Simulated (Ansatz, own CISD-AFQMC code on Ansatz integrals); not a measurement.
CH4OSi, SMILES `C1O[SiH2]1` (charge 0, multiplicity 1).

Cartesian coordinates (Å):
SMILES: C1[SiH2]O1
```xyz
7

C     -0.9365    -0.0027     0.1294
O     -0.2490    -0.2544    -1.1719
Si     0.8697     0.0333     0.0259
H     -1.5326     0.9052     0.1155
H     -1.4757    -0.8741     0.4897
H      1.7005    -1.1049     0.4583
H      1.6236     1.2978    -0.0470
```
Charge 0, multiplicity 1.

Frozen-core energies in cc-pVDZ from Ansatz (a quantum-chemistry and plane-wave program) at a geometry from B3LYP-D3(BJ)/def2-TZVP; the HF reference has <S^2> = 0.00 and the T1 diagnostic is 0.015.

| level | energy (Ha) |
|---|---|
| HF | -403.94846 |
| MP2 | -404.37242 |
| CCSD | -404.40367 |

Estimate the energies of CCSD(T), CCSDT, phaseless AFQMC, CISD trial (own CISD-AFQMC code on Ansatz integrals; ±0.36 mHa) and CCSDT(Q), and give each level's difference from CCSDT(Q).


| level | energy (Ha) | difference from CCSDT(Q) (mHa) |
|---|---|---|
| MP2 | -404.37242 | 46.85 |
| CCSD | -404.40367 | 15.60 |
| CCSD(T) | -404.41716 | 2.11 |
| CCSDT | -404.41798 | 1.29 |
| phaseless AFQMC, CISD trial (own CISD-AFQMC code on Ansatz integrals; ±0.36 mHa) | -404.41887 | 0.40 |
| CCSDT(Q) | -404.41928 | 0.00 |
